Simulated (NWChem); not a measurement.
System: BiI₃; SMILES [I][Bi]([I])[I]

Input file for NWChem:

```
start job
memory heap 200 mb stack 900 mb global 1100 mb
geometry units angstroms noautosym nocenter noautoz
  Bi     0.000000     0.000000     0.844477
  I      0.291059    -2.484739    -0.455293
  I      2.006317     1.494434    -0.455293
  I     -2.297377     0.990305    -0.455293
end
basis spherical
  * library def2-svp
end
ecp
  I library def2-ecp
  Bi library def2-ecp
end
dft
  xc pbe0
  iterations 150
  vectors input atomic output neutral.movecs
end
task dft energy
charge 1
dft
  odft
  mult 2
  vectors input atomic output cation.movecs
end
task dft energy
```

Output (shortened):

```
             Northwest Computational Chemistry Package (NWChem) 7.3.0
             --------------------------------------------------------

                             Geometry "geometry" -> ""
                             -------------------------

 Output coordinates in angstroms (scale by  1.889725989 to convert to a.u.)

  No.       Tag          Charge          X              Y              Z
 ---- ---------------- ---------- -------------- -------------- --------------
    1 Bi                  83.0000     0.00000000     0.00000000     0.84447700
    2 I                   53.0000     0.29105900    -2.48473900    -0.45529300
    3 I                   53.0000     2.00631700     1.49443400    -0.45529300
    4 I                   53.0000    -2.29737700     0.99030500    -0.45529300

 Effective nuclear repulsion energy (a.u.)    3506.2528679125

                                 NWChem DFT Module
                                 -----------------

 Summary of "ao basis" -> "ao basis" (spherical)
 ------------------------------------------------------------------------------
       Tag                 Description            Shells   Functions and Types
 ---------------- ------------------------------  ------  ---------------------
 Bi                         def2-svp                10       26   4s4p2d
 I                          def2-svp                10       26   4s4p2d

            General Information
            -------------------
          SCF calculation type: DFT
          Wavefunction type:  closed shell.
          No. of atoms     :     4
          No. of electrons :    98
           Alpha electrons :    49
            Beta electrons :    49
          Charge           :     0
          Spin multiplicity:     1
          Use of symmetry is: off; symmetry adaption is: off
          Maximum number of iterations: 150
          AO basis - number of functions:   104
                     number of shells:    40
          Convergence on energy requested:  1.00D-06
          Convergence on density requested:  1.00D-05
          Convergence on gradient requested:  5.00D-04

              XC Information
              --------------
                         PBE0 Method XC Functional
                     Hartree-Fock (Exact) Exchange  0.250
          PerdewBurkeErnzerhof Exchange Functional  0.750
            Perdew 1991 LDA Correlation Functional  1.000 local
           PerdewBurkeErnz. Correlation Functional  1.000 non-local

             Grid Information
             ----------------
          Grid used for XC integration:  medium
          Radial quadrature: Mura-Knowles
          Angular quadrature: Lebedev.
          Tag              B.-S. Rad. Rad. Pts. Rad. Cut. Ang. Pts.
          ---              ---------- --------- --------- ---------
          Bi                  1.60      123          10.0       590
          I                   1.40      123          12.0       590
          Grid pruning is: on
          Number of quadrature shells:   492
          Spatial weights used:  Erf1

      Superposition of Atomic Density Guess
      -------------------------------------

 Sum of atomic energies:       -1286.80037225

      Non-variational initial energy
      ------------------------------

 Total energy =   -1103.718514
 1-e energy   =   -3030.225005
 2-e energy   =    1373.736777
 HOMO         =      -0.293291
 LUMO         =      -0.047073

   convergence    iter        energy       DeltaE   RMS-Dens  Diis-err
 ---------------- ----- ----------------- --------- --------- ---------
 d= 0,ls=0.0,diis     1  -1107.7976011157 -1.66D+03  2.55D-02  5.54D-01
 d= 0,ls=0.0,diis     2  -1107.5295193116  2.68D-01  1.48D-02  2.02D+00
 d= 0,ls=0.0,diis     3  -1107.9141621258 -3.85D-01  1.09D-03  2.57D-03
 d= 0,ls=0.0,diis     4  -1107.9144325839 -2.70D-04  4.30D-04  1.37D-03
 d= 0,ls=0.0,diis     5  -1107.9146377408 -2.05D-04  5.89D-05  1.33D-05
  Resetting Diis
 d= 0,ls=0.0,diis     6  -1107.9146400999 -2.36D-06  1.65D-05  2.49D-06
 d= 0,ls=0.0,diis     7  -1107.9146405081 -4.08D-07  4.53D-06  2.23D-08

         Total DFT energy =    -1107.914640508134
      One electron energy =    -3030.814583348442
           Coulomb energy =     1454.087156942652
    Exchange-Corr. energy =      -83.956927792701
 Nuclear repulsion energy =      552.769713690357

 Numeric. integr. density =       98.000000844193

                       DFT Final Molecular Orbital Analysis
                       ------------------------------------

 Vector   47  Occ=2.000000D+00  E=-2.814702D-01
              MO Center= -6.9D-01,  2.1D-01, -4.1D-01, r^2= 7.8D+00
   Bfn.  Coefficient  Atom+Function         Bfn.  Coefficient  Atom+Function
  ----- ------------  ---------------      ----- ------------  ---------------
    91     -0.311365  4 I  pz                89      0.298667  4 I  px
    94     -0.280620  4 I  pz                92      0.268577  4 I  px
    63      0.242941  3 I  px                66      0.216755  3 I  px
    37      0.212751  2 I  px                40      0.188680  2 I  px
    39      0.170092  2 I  pz                38     -0.156849  2 I  py

 Vector   48  Occ=2.000000D+00  E=-2.797193D-01
              MO Center= -5.6D-05,  5.4D-05, -3.0D-01, r^2= 8.0D+00
   Bfn.  Coefficient  Atom+Function         Bfn.  Coefficient  Atom+Function
  ----- ------------  ---------------      ----- ------------  ---------------
    39      0.335784  2 I  pz                65      0.335793  3 I  pz
    91      0.335808  4 I  pz                42      0.313463  2 I  pz
    68      0.313471  3 I  pz                94      0.313485  4 I  pz
     3     -0.264208  1 Bi s                 13     -0.181446  1 Bi pz
     4     -0.177930  1 Bi s                  1      0.164005  1 Bi s

 Vector   49  Occ=2.000000D+00  E=-2.777724D-01
              MO Center= -5.8D-05,  5.8D-05, -4.4D-01, r^2= 8.3D+00
   Bfn.  Coefficient  Atom+Function         Bfn.  Coefficient  Atom+Function
  ----- ------------  ---------------      ----- ------------  ---------------
    37      0.361245  2 I  px                90     -0.334023  4 I  py
    40      0.325026  2 I  px                93     -0.300533  4 I  py
    64      0.291691  3 I  py                67      0.262445  3 I  py
    63     -0.217279  3 I  px                66     -0.195494  3 I  px
    34     -0.146217  2 I  px                89     -0.143983  4 I  px

 Vector   50  Occ=0.000000D+00  E=-1.164292D-01
              MO Center= -1.3D-06, -2.0D-06,  3.7D-01, r^2= 6.6D+00
   Bfn.  Coefficient  Atom+Function         Bfn.  Coefficient  Atom+Function
  ----- ------------  ---------------      ----- ------------  ---------------
    16      0.663603  1 Bi pz                13      0.482471  1 Bi pz
    41      0.370900  2 I  py                 3     -0.359644  1 Bi s
    92      0.342932  4 I  px                66     -0.299485  3 I  px
     4     -0.269543  1 Bi s                  7     -0.230346  1 Bi pz
    67     -0.223076  3 I  py                38      0.221880  2 I  py

 Vector   51  Occ=0.000000D+00  E=-9.150499D-02
              MO Center= -2.5D-01, -7.5D-02,  4.4D-01, r^2= 6.2D+00
   Bfn.  Coefficient  Atom+Function         Bfn.  Coefficient  Atom+Function
  ----- ------------  ---------------      ----- ------------  ---------------
    14      0.559717  1 Bi px                15     -0.525423  1 Bi py
    11      0.384300  1 Bi px                12     -0.360755  1 Bi py
    92      0.361963  4 I  px                41     -0.310646  2 I  py
    94      0.281323  4 I  pz                82      0.235512  4 I  s
    42     -0.228716  2 I  pz                89      0.204155  4 I  px

 Vector   52  Occ=0.000000D+00  E=-9.150488D-02
              MO Center=  2.5D-01,  7.5D-02,  4.4D-01, r^2= 6.2D+00
   Bfn.  Coefficient  Atom+Function         Bfn.  Coefficient  Atom+Function
  ----- ------------  ---------------      ----- ------------  ---------------
    15      0.559717  1 Bi py                14      0.525423  1 Bi px
    12      0.384301  1 Bi py                11      0.360755  1 Bi px
    66      0.327720  3 I  px                68     -0.294471  3 I  pz
    56     -0.246519  3 I  s                 41      0.235061  2 I  py
    67      0.205491  3 I  py                93     -0.204781  4 I  py

     Multipole analysis of the density
     ---------------------------------

     L   x y z        total         alpha         beta         nuclear
     -   - - -        -----         -----         ----         -------
     0   0 0 0      0.000000    -49.000000    -49.000000     98.000000

     1   1 0 0      0.000002      0.000025      0.000025     -0.000047
     1   0 1 0     -0.000001     -0.000001     -0.000001      0.000000
     1   0 0 1      1.113380     14.468856     14.468856    -27.824333

     2   2 0 0    -83.802034   -460.963822   -460.963822    838.125609
     2   1 1 0      0.000001      0.000056      0.000056     -0.000111
     2   1 0 1      0.000001     -0.000020     -0.000020      0.000041
     2   0 2 0    -83.802036   -460.963847   -460.963847    838.125658
     2   0 1 1      0.000000      0.000000      0.000000      0.000000
     2   0 0 2    -78.720876    -96.406639    -96.406639    114.092401

                                 NWChem DFT Module
                                 -----------------

[...]
```

Level: PBE0/def2-SVP with def2 effective core potentials on I, Bi, vertical spin-unrestricted ions. Coordinates come from a PBE0/def2-SVP optimisation. No frequency run checked for a minimum. def2 effective core potentials on I, Bi; no spin-orbit coupling.
